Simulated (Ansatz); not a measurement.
Cartesian coordinates (Å):
```xyz
29

C     -0.4301    -1.2954     2.5523
C     -0.8758    -0.1155     1.6785
Si     0.0000     0.0000     0.0000
C      1.8704     0.1838     0.2560
C      2.2871     1.4229     1.0593
C     -0.3161    -1.5766    -1.0060
C     -1.7950    -1.8638    -1.2967
C     -0.6786     1.5084    -0.9285
C     -0.0619     1.7364    -2.3149
H     -0.6111    -2.2606     2.0510
H      0.6480    -1.2469     2.7777
H     -0.9637    -1.3241     3.5167
H     -1.9640    -0.1680     1.4948
H     -0.7158     0.8369     2.2152
H      2.2407    -0.7323     0.7505
H      2.3533     0.1947    -0.7377
H      3.3805     1.4899     1.1838
H      1.8439     1.4179     2.0688
H      1.9575     2.3530     0.5676
H      0.1368    -2.4261    -0.4638
H      0.2494    -1.4991    -1.9520
H     -1.9324    -2.7877    -1.8826
H     -2.2614    -1.0438    -1.8674
H     -2.3749    -1.9789    -0.3661
H     -0.5261     2.3994    -0.2932
H     -1.7742     1.3945    -1.0137
H     -0.2305     0.8728    -2.9792
H      1.0286     1.8865    -2.2525
H     -0.4844     2.6218    -2.8179
```
Charge 0, multiplicity 1.

Calculation: frozen-core CCSD(T)/cc-pVDZ // B3LYP-D3(BJ)/def2-SVP (Ansatz, a program for electronic structure).

The HF energy is -603.56387 Ha and the MP2 correlation energy comes out as -1.27303 Ha.

Problem. Estimate the CCSD correlation energy, the (T) correction, the total energy and the T1 diagnostic.

Solution. 
```json
{
 "CCSD correlation energy": "-1.40197 Ha",
 "(T) correction": "-0.04245 Ha",
 "CCSD(T) total energy": "-605.00830 Ha",
 "T1 diagnostic": "0.008"
}
```
